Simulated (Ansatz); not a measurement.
The first iterations of a band of C$_{2}$H$_{4}$ClNSi (9 atoms, charge 0, multiplicity 1).

Computed with RKS PBE-D4/def2-mTZVP in Ansatz.

```yaml
movable_images: 7
climbing_image: yes
spring: 5.0 eV/Å²
optimiser: quadratic models (default)
start_path: IDPP
force_threshold: 0.03 eV/Å
iteration_limit: 60
end_points: relaxed
```

Image 0:

```xyz
9
Properties=species:S:1:pos:R:3
N -0.409 0.591 -1.886
C -0.297 0.029 -0.753
Si 0.802 -1.105 0.264
C -0.407 0.325 0.699
Cl -0.144 1.989 1.334
H -0.848 1.528 -1.778
H 2.264 -0.841 0.153
H 0.436 -2.452 0.793
H -1.307 -0.111 1.157
```

Image 8:

```xyz
9
Properties=species:S:1:pos:R:3
N -0.690 1.057 -1.565
C -0.409 0.259 -0.620
Si 0.747 -1.013 0.192
C -0.409 0.361 0.856
Cl -0.045 1.902 1.703
H -0.428 0.658 -2.481
H 2.201 -0.736 0.017
H 0.413 -2.418 0.574
H -1.292 -0.115 1.306
```

| iteration | highest image above the first end (eV) | largest band force component (eV/Å) |
| --- | --- | --- |
| 1 | 1.843 | 2.345 |
| 2 | 1.528 | 2.061 |
| 3 | 1.080 | 1.270 |
| 4 | 1.004 | 0.927 |

Task: Does the band converge within its limit, and where does its top end?

Result: The forces met the threshold. It ended after 12 iterations with the highest image 0.948 eV above the first end. A vibrational analysis at the climbing image gives one clearly imaginary mode, 944i cm⁻¹: a first-order saddle point.

The run took 5 min on 2 threads of Arm Neoverse N1 (shared host), peak memory 0.15 GiB.
